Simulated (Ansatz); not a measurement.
Sn4Se4. The state is a triplet with charge 0. Geometry PBE-D4/def2-SVP; atoms count from 1.

```xyz
8

Sn    1.065   -0.624    1.925
Sn    0.165    2.434   -0.607
Sn    0.881   -0.689   -1.994
Sn   -2.164   -1.085    0.679
Se   -0.966    1.137    1.776
Se   -1.501    0.528   -1.688
Se    2.328    0.739   -0.181
Se    0.192   -2.440    0.091
```

In the def2 sets Sn takes a core potential; there is no spin–orbit coupling. At PBE0-D4/def2-SVP a singlet of charge 0 lies 2.13 eV below the triplet, each at its own geometry. The structure comes from a short search, and lower isomers may exist.

(1) Estimate the Mulliken populations from the PBE0/def2-SVP orbitals of Ansatz.

(2) Where does the spin sit?

(3) And the Mayer bond orders between bonded heavy atoms (over 0.3)?

Answers

(1) 
```csv
atom,charge (e),spin (α − β)
Sn1,0.46,0.28
Sn2,0.42,0.33
Sn3,0.46,0.28
Sn4,0.42,0.33
Se5,-0.43,0.22
Se6,-0.43,0.22
Se7,-0.45,0.18
Se8,-0.45,0.18
```
Mulliken values and Mayer orders depend strongly on the basis.

(2) Summed by element: Sn 1.21, Se 0.79, of 2 unpaired in all. Largest on single atoms: Sn4 0.33, Sn2 0.33, Sn3 0.28.

(3) Sn1–Se5 0.80 (2.69 Å); Sn1–Se7 0.60 (2.81 Å); Sn1–Se8 0.73 (2.72 Å); Sn2–Se5 0.46 (2.94 Å); Sn2–Se6 0.71 (2.75 Å); Sn2–Se7 0.68 (2.78 Å); Sn3–Se6 0.80 (2.69 Å); Sn3–Se7 0.73 (2.72 Å); Sn3–Se8 0.60 (2.81 Å); Sn4–Se5 0.71 (2.75 Å); Sn4–Se6 0.46 (2.94 Å); Sn4–Se8 0.68 (2.78 Å).
